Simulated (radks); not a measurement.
The numbers below are computed, except where a source is named.
Ionisation of Bi+, [Hg] 6p2, to Bi2+, [Hg] 6p1, under several functionals. Dirac Kohn-Sham, spin-unpolarised, spherical densities, finite nucleus; open shells fill j = l - 1/2 first; a radial shooting solver on a logarithmic mesh with Libxc functionals.

functional  E(Bi+) (hartree)  Exc (hartree)  IE (eV)  -e(HOMO) (eV)  <r> HOMO (bohr)  IE error (eV)
PBEsol           -21568.9573      -392.5581   16.713         12.597            2.588         +0.010
PW91             -21576.6373      -400.3131   16.740         12.620            2.599         +0.037
XLYP             -21576.9207      -400.5834   16.648         12.504            2.617         -0.055
BP86             -21577.0725      -400.7480   16.831         12.714            2.590         +0.128
PBE              -21574.6859      -398.3400   16.656         12.544            2.601         -0.047
AM05             -21563.6516      -387.2127   16.673         12.553            2.586         -0.030

NIST Atomic Spectra Database: 16.703 eV (measured). Closest: PBEsol. The Delta-SCF values span 0.18 eV, the total energies 13.42 hartree. The highest occupied level is 6p1/2. Spin polarisation and multiplet splitting are left out, so open shells lie too high by an amount that depends on their filling.

Beside tabulated values, note that spin-unpolarised runs miss the spin-polarisation part of the exchange energy of open shells.
